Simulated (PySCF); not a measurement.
An unknown shows these calculated signals:

¹H NMR (600 MHz, computed): δ 9.01 (m, 1H), 8.71 (m, 1H), 8.01 (m, 1H), 7.93 (m, 1H), 7.39 (m, 1H).

¹³C{¹H} NMR (computed): δ 180.7 (CH), 170.3 (C), 154.4 (CH), 141.8 (CH), 134.1 (CH), 131.0 (C), 128.3 (CH).

PySCF 2.14.0 with density-fitted response routines calculation with GFN2-xTB geometry and shielding tensors at PBE0/pcSseg-1 (GIAO); gas phase, a single conformation, relativity neglected, fast rotation and ring inversion assumed for equivalent nuclei.

δ = σ(ref) − σ, references computed at the same level: ¹H, ¹³C vs TMS.

Question: Which of these does the molecule contain: a CF3 group, a tert-butyl group, an amide, a nitrile, a heteroaromatic ring?

Answer: 
- A CF3 group: yes (δC 131.0).
- A tert-butyl group: no.
- An amide: no.
- A nitrile: no.
- A heteroaromatic ring: yes.

The data belong to `FC(F)(F)/C=P\c1ccccn1`, C₇H₅F₃NP; they needn't prove each group on their own.

Carbon signals by region: 2 in the far downfield region (above 160 ppm), 5 in the sp2 and nitrile region (100–160 ppm). Above 160 ppm: 180.7, carbon double-bonded to a heavier main-group atom, 170.3, substituted aromatic carbon next to a ring nitrogen.

Splittings by ¹⁹F and ³¹P in the carbon and heteronuclear signals aren't shown, as no couplings were computed. Shifts are as computed. Against solution values, carbons near 30 ppm lie about +3 ppm off and those near 130 ppm about +5 ppm. Of 1211 compounds with measured shifts, 218 miss one by over three times the rms of a fit or turn the order of signals round; such compounds aren't used in these exercises. No couplings were computed; multiplicities are counted from neighbouring protons, with m where these are inequivalent, close in shift, in a saturated or five-membered ring or joined by F or P, and br s for small geminal =CH2 splittings.
